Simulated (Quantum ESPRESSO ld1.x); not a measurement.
Valence configurations of Mn II (all share [Ar]). Calculated with ld1.x of Quantum ESPRESSO 7.5: scalar-relativistic Kohn-Sham, LDA (Slater exchange, VWN5 correlation), spin-polarised, spherical densities, point nucleus; open shells are filled with parallel spins first. Energies are relative to 3d5 4s1; eigenvalues in eV for spin up.

valence,E (eV),moment (Bohr magnetons),e(3d),e(4p),e(4s)
3d5 4s1,0.000,6,-16.559,-,-12.855
3d6,1.576,4,-12.068,-,-
3d5 4s0.5 4p0.5,2.496,6,-17.208,-8.257,-13.261
3d4.5 4s1 4p0.5,4.882,6,-19.758,-8.871,-14.129
3d5 4p1,5.006,6,-17.842,-8.604,-
3d4 4s2,7.265,4,-21.932,-,-14.183
3d4 4s1 4p1,10.930,6,-23.142,-9.799,-15.361
3d3.5 4s0.5 4p2,21.206,6,-27.270,-10.962,-16.878
3d3 4s2 4p1,23.117,4,-29.326,-10.682,-16.724
3d3 4s1 4p2,26.958,6,-30.376,-11.551,-17.731

NIST lists [Ar] 3d5 4s1 as the ground configuration; this level of theory agrees among the configurations tried. The energies are those of spherical high-spin densities, not of single terms.
